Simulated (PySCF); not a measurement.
# TDDFT excited states: C4H12Si3

C4H12Si3.
Z-matrix (Å and degrees, GFN2-xTB geometry), rows numbered from 1:
```
Si
C   1  1.8813
C   2  1.3310  1  125.53
Si  3  1.8808  2  125.83  1  -179.06
Si  4  2.2942  3  106.86  2   128.27
C   5  1.8917  4  120.43  3  -143.88
C   6  1.5247  5   66.25  4  -103.86
H   1  1.4658  2  109.60  3  -111.94
H   1  1.4654  2  108.74  3   128.52
H   1  1.4638  2  109.18  3     8.41
H   2  1.0853  1  116.76  3  -179.83
H   3  1.0856  2  117.79  1     0.17
H   4  1.4731  3  108.01  2  -110.56
H   4  1.4702  3  108.48  2     4.82
H   5  1.4646  4  123.51  3     9.54
H   6  1.0803  5  120.57  7  -107.08
H   6  1.0811  5  119.86  7   107.31
H   7  1.0811  5  119.76  6  -107.30
H   7  1.0801  5  120.72  6   106.94
```

Method used: TDDFT CAM-B3LYP/def2-SVPD, vertical, gas phase, core orbitals frozen in the response in PySCF.

Task: List the vertical singlet excitations with oscillator strengths and describe the spectrum.

Result: 

| state | E (eV) | ν̃ (cm⁻¹) | f | \|μ\| (D) | main configurations (H = HOMO, L = LUMO) |
| --- | --- | --- | --- | --- | --- |
| S1 | 5.41 | 43670 | 0.0025 | 0.35 | H→L+1 (77%), H→L (11%) |
| S2 | 5.78 | 46630 | 0.199 | 3.01 | H→L (50%), H→L+2 (11%), H-2→L (10%) |
| S3 | 5.82 | 46950 | 0.028 | 1.12 | H-2→L (27%), H-1→L (21%), H→L+2 (18%) |
| S4 | 6.30 | 50790 | 0.083 | 1.86 | H→L+2 (57%), H→L (22%) |
| S5 | 6.44 | 51930 | 0.284 | 3.41 | H-1→L (49%), H-1→L+2 (16%), H-2→L (14%) |
| S6 | 6.61 | 53300 | 0.166 | 2.57 | H-1→L+1 (59%), H-1→L+2 (10%) |
| S7 | 6.74 | 54360 | 0.163 | 2.52 | H-1→L+1 (28%), H→L+3 (15%), H→L+4 (12%) |
| S8 | 6.86 | 55300 | 0.184 | 2.66 | H-1→L+2 (40%), H→L+3 (15%), H→L+4 (14%) |

Triplets (Tamm–Dancoff): T1 4.13 eV, H-1→L (47%), H-2→L (25%); T2 4.44 eV, H→L+2 (57%), H→L (29%); T3 5.22 eV, H→L+1 (56%), H-2→L (13%), H→L (9%).

The lowest singlet lies at 5.41 eV (229 nm, ultraviolet) and is very weak; its leading configuration is HOMO→LUMO+1 (77%). The most intense listed level is S5 at 6.44 eV (193 nm, f = 0.284), 1.02 eV above S1. Löwdin shares by element: HOMO carbon 50% or more, silicon 30% or more (atoms not listed hold the other 20%); LUMO carbon 50% or more, silicon 21% or more (atoms not listed hold the other 29%). Weighted by f, the mean energy of these states is 6.43 eV. The listed states span 1.44 eV, and the widest gap between neighbours is 0.48 eV (S3 to S4). Of the 8 states listed, 7 reach f = 0.01 and none stays under 0.0005. No computed singlet lies in the visible range (380 to 750 nm); the lowest, at 229 nm, stands 2.15 eV above its violet end (3.26 eV). Only the lowest 8 singlets were computed, as vertical energies without vibronic structure.

One conformer stands for the species.
